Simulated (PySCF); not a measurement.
Species: C₆H₁₀O.
SMILES: `C=CC(=O)C(C)C`

Torsions of this conformer, `[CH2:1]=[CH:2][C:3](=[O:4])[CH:5]([CH3:6])[CH3:7]`: C1–C2–C3–O4 0°, C2–C3–C5–C6 -72°.

The closed-shell ground state was solved at several levels (PySCF, density fitting, gas phase, non-relativistic). Geometry: PBE0-D3(BJ)/def2-TZVP, one conformer, isolated molecule.

| level | basis functions | total energy (Eh) | HOMO (eV) | LUMO (eV) | gap (eV) | dipole (D) |
| --- | --- | --- | --- | --- | --- | --- |
| KT3/pcSseg-2 | 392 | -314.8179 | -5.80 | -2.59 | 3.21 | 2.57 |
| wB97X-D/pcSseg-2 | 392 | -309.8745 | -9.13 | 0.17 | 9.30 | 2.74 |
| B97-2/pcSseg-2 | 392 | -309.8647 | -6.92 | -1.70 | 5.22 | 2.70 |

(1) What might PBE0/pcSseg-2 (392 basis functions) give for the same quantities?

(2) Over all these levels, which gives the widest orbital gap and which the narrowest?

(3) In the pcSseg-2 basis, how does the gap go with the fixed share of exact exchange?

(4) How far do the dipole and the HOMO energy spread over the levels?

Answers

(1) Total energy -309.6065 Eh, HOMO -7.22 eV, LUMO -1.66 eV, gap 5.56 eV, dipole 2.71 D.

(2) wB97X-D/pcSseg-2 (range-separated hybrid) has the widest, 9.30 eV, and KT3/pcSseg-2 (GGA) the narrowest, 3.21 eV. From the narrowest to the widest the HOMO moves by -3.33 eV and the LUMO by +2.76 eV.

(3) KT3 (0 %) 3.21 eV; B97-2 (21 %) 5.22 eV; PBE0 (25 %) 5.56 eV. Each rise in the share widens the gap here.

(4) The dipole runs from 2.57 to 2.74 D (mean 2.68 D) and the HOMO from -9.13 to -5.80 eV.

Note: wB97X-D ran without an empirical dispersion term, which enters the total energy and its gradient alone.
